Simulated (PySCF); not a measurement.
CBr2, SMILES Br[C]Br (connectivity only; charge and spin as stated), neutral, multiplicity 1.

The structure is a stationary point at B3LYP-D3(BJ)/def2-TZVP.

Two levels are set side by side: PBE/def2-TZVPD (PySCF) and ωB97X/def2-TZVPD (PySCF). Same geometry, gas phase. Differences are taken from unrounded values.

| quantity | PBE |
|---|---|
| orbital gap (eV) | 1.63 |
| highest occupied level (eV) | -6.18 |
| lowest empty level (eV) | -4.55 |
| dipole moment (D) | 1.08 |
| mean polarisability (bohr³) | 63.2 |

Task: These are the PBE values. What does ωB97X give? (Estimate from the structure and the level; the computed values follow.)

Result: 
```json
[
 {"quantity": "orbital gap (eV)", "ωB97X": "8.31", "PBE minus ωB97X": "-6.68"},
 {"quantity": "highest occupied level (eV)", "ωB97X": "-9.74", "PBE minus ωB97X": "3.56"},
 {"quantity": "lowest empty level (eV)", "ωB97X": "-1.43", "PBE minus ωB97X": "-3.12"},
 {"quantity": "dipole moment (D)", "ωB97X": "1.10", "PBE minus ωB97X": "-0.01"},
 {"quantity": "mean polarisability (bohr³)", "ωB97X": "59.9", "PBE minus ωB97X": "3.2"}
]
```

Without exact exchange PBE keeps part of each electron's self-repulsion, which lifts occupied levels and narrows the gap. Loosely held outer electrons make PBE densities more polarisable. Differences between two approximate levels are no errors against the true value.

Rough cost on one machine, each run with all the roots and properties that it gave: ωB97X against PBE within a factor of 2.
